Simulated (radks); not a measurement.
Values are calculated unless marked as measured or tabulated.
Charge is removed step by step from the 5s down level of neutral europium, starting from [Kr] 4d10 4f7 5s(up 1, down 1) 5p6 6s2. Code: a radial shooting solver on a logarithmic mesh with Libxc functionals. Model: scalar-relativistic Kohn-Sham, r2SCAN, spin-polarised, spherical densities, finite nucleus; open shells are filled with parallel spins first (spin-orbit coupling, left out, can overturn this in heavy ions); meta-GGA in the generalised Kohn-Sham scheme; Fermi nuclear charge, rms radius 5.1115 fm.

removed (e)  E - E(0) (eV)  eigenvalue (eV)  E minus straight line (eV)
0                    0.000          -43.568                       0.000
0.25                11.192          -46.058                      -0.973
0.5                 23.019          -48.648                      -1.310
0.75                35.503          -51.308                      -0.991
1                   48.659          -54.018                       0.000

Removing the whole electron costs 48.659 eV by Delta-SCF, against 43.568 eV from minus the eigenvalue at the starting occupation. Slater's transition state (half an electron removed) gives 48.648 eV. Integrating minus the eigenvalue over the occupation (Janak's theorem) gives 48.695 eV. In this scalar-relativistic scheme the density is built from large components alone, so the theorem holds only approximately. The mean slope of the eigenvalue, de/dn, is 10.5 eV per electron.
